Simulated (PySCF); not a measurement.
Mg²⁺ (magnesium, charge +2) across methods

[Ne], closed-shell 1S. All numbers are calculated (PySCF 2.14, the spin-free X2C one-electron Hamiltonian (Gaussian nucleus), in x2c-TZVPPall with one added diffuse shell each of s, p, d type (6s5p4d, 41 functions)).

| method | E (hartree) | mean ε 1s (eV) | mean ε 2s (eV) | mean ε 2p (eV) | Σ⟨r²⟩ (bohr²) | ⟨S²⟩ |
| --- | --- | --- | --- | --- | --- | --- |
| BLYP | -199.5426 | -1281.9 | -99.826 | -66.765 | 4.794 | 0.000 |
| BHandHLYP | -199.5404 | -1319.8 | -111.65 | -74.873 | 4.751 | 0.000 |
| B3LYP | -199.5489 | -1296.6 | -104.70 | -70.188 | 4.773 | 0.000 |
| UHF | -199.12817 | -1356.5 | -122.34 | -81.780 | 4.719 | 0.000 |
| PBE0 | -199.4330 | -1299.5 | -105.88 | -70.788 | 4.762 | 0.000 |
| LDA | -198.5798 | -1273.8 | -99.422 | -66.836 | 4.798 | 0.000 |
| r2SCAN | -199.5195 | -1289.2 | -102.94 | -67.999 | 4.746 | 0.000 |
| PBE | -199.4103 | -1280.5 | -99.973 | -66.727 | 4.787 | 0.000 |
| B97-3 | -199.5237 | -1301.0 | -106.38 | -71.077 | 4.750 | 0.000 |
